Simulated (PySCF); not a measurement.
## Frontier levels across methods

Species: C₆H₅F.
Atom-mapped SMILES: `[F:1][C:2]1=[CH:3][C@@H:4]2[CH:5]=[CH:6][C@H:7]12` (hydrogens: H8 on C3; H9 on C4; H10 on C5; H11 on C6; H12 on C7)

Structure used (PBE0-D3(BJ)/def2-SVP), in Å, numbered top down from 1:
```xyz
12
C6H5F angstrom
F      1.199    2.603   -0.267
C      1.016    1.312   -0.074
C      1.613    0.212   -0.545
C      0.629   -0.679    0.200
C     -0.710   -0.971   -0.467
C     -1.291    0.150   -0.017
C     -0.051    0.626    0.729
H      2.417    0.010   -1.253
H      1.029   -1.405    0.923
H     -1.037   -1.782   -1.122
H     -2.273    0.608   -0.158
H     -0.118    0.830    1.808
```

Basis pcSseg-1 throughout (PySCF), one geometry. Geometry: PBE0-D3(BJ)/def2-SVP; no solvent, vibrations or thermal averaging.

Task: How do the orbital energies, the gap and the dipole change with the method?

Result: 
| method | kind | HOMO (eV) | LUMO (eV) | gap (eV) | μ (D) | SCF cycles |
| --- | --- | --- | --- | --- | --- | --- |
| B97-D | GGA | -5.85 | -1.28 | 4.57 | 1.24 | 16 |
| KT3 | GGA | -5.92 | -1.34 | 4.58 | 1.20 | 15 |
| KT2 | GGA | -5.93 | -1.40 | 4.53 | 1.23 | 16 |
| LDA | LDA | -6.12 | -1.62 | 4.51 | 1.28 | 15 |
| PBE0 | global hybrid | -7.10 | -0.40 | 6.69 | 1.36 | 14 |
| BHandHLYP | global hybrid | -8.08 | 0.71 | 8.79 | 1.51 | 13 |
| CAM-B3LYP | range-separated hybrid | -8.41 | 0.78 | 9.18 | 1.41 | 14 |
| wB97X-D | range-separated hybrid | -8.96 | 1.41 | 10.37 | 1.42 | 14 |

The HOMO spans 3.10 eV, from B97-D down to wB97X-D, and the gap runs from 4.51 eV (LDA) to 10.37 eV (wB97X-D). Over the methods B97-D (0 %), KT3 (0 %), KT2 (0 %), LDA (0 %), PBE0 (25 %), BHandHLYP (50 %), a straight line through the gap against the share of exact exchange rises by 0.85 eV for each 10 % (correlation coefficient 1.000). The dipole ranges from 1.20 D (KT3) to 1.51 D (BHandHLYP). This basis has no diffuse functions.
